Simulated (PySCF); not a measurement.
An unknown is described by computed data only.

Formula: C9H12.

* Rotational structure: rotational constants A, B, C: 3.356, 1.083, 0.995 GHz [PBE0-D3(BJ)/def2-SVP]
* 13C NMR: chemical shifts (computed TMS as zero) by class: 156.9 (1 C), 136.7 (2 C), 133.9 (2 C), 133.1 (1 C), 32.6 (1 C), 25.6 (2 C) ppm [GIAO HF/pcSseg-1]
* Polarisability: 104.4 au [CAM-B3LYP/def2-SVPD]
* UV, strongest line: among the 10 lowest singlet transitions: S5 at 7.02 eV (177 nm, f = 0.667) [TDDFT CAM-B3LYP/def2-SVPD]
* Triplet: lowest triplet excitation (Tamm–Dancoff): 4.07 eV [TDA CAM-B3LYP/def2-SVPD]
* 1H NMR: chemical shifts (computed TMS as zero) by class: 7.49 (2 H), 7.36 (2 H), 7.34 (1 H), 2.23 (1 H), 1.23 (6 H) ppm [GIAO HF/pcSseg-1]

The electronic properties come from PySCF, for the isolated species, density fitting. Levels stand in brackets. Geometry: PBE0-D3(BJ)/def2-SVP, one conformer, isolated molecule. Each NMR value is the plain mean over a class of atoms that symmetry, rotation or inversion makes alike.

Task: Propose a structure and show how it fits.

Result: Numbering: `[CH3:1][CH:2]([CH3:3])[c:4]1[cH:5][cH:6][cH:7][cH:8][cH:9]1`. Its formula, C9H12, gives 4 degrees of unsaturation: 1 ring and 3 π bonds in the structure found (Kekulé form). 9 carbons fall into 6 classes; from least to most shielded: substituted aromatic carbon [C4] (156.9 ppm), aromatic CH carbon [C6/C8] (136.7 ppm, 2 C), aromatic CH carbon [C5/C9] (133.9 ppm, 2 C), aromatic CH carbon [C7] (133.1 ppm), benzylic-type carbon [C2] (32.6 ppm), methyl carbon [C1/C3] (25.6 ppm, 2 C). Hydrogen classes from least to most shielded: 2 H on the meta carbons, C6/C8 (7.49 ppm), 2 H on the ortho carbons, C5/C9 (7.36 ppm), 1 H on the para carbon, C7 (7.34 ppm), 1 H on a benzylic-type carbon, C2 (2.23 ppm), 6 H on 2 methyl carbons, C1/C3 (1.23 ppm). The optimised geometry has point group Cs and is an asymmetric top. Structure: `CC(C)c1ccccc1`. Computed isomers that give other values at the same levels: `C=C/C(C#CC)=C\CC` (rotational constant A: 2.429 GHz; this holds for the one conformer computed); `Cc1cccc(C)c1C` (13C chemical shifts (computed TMS as zero) by class: 143.6 (2 C), 141.0 (1 C), 134.4 (2 C), 133.8 (1 C), 20.9 (2 C), 15.1 (1 C) ppm); `C=C(C)[C@@]12CC=C[C@@H]1C2` (rotational constant A: 3.069 GHz; this holds for the one conformer computed). The assignments are read from this structure; whether some other isomer fits the data as well wasn't checked.

Conformer computed: `[CH3:1][CH:2]([CH3:3])[c:4]1[cH:5][cH:6][cH:7][cH:8][cH:9]1`: C1–C2–C4–C5 -63°.
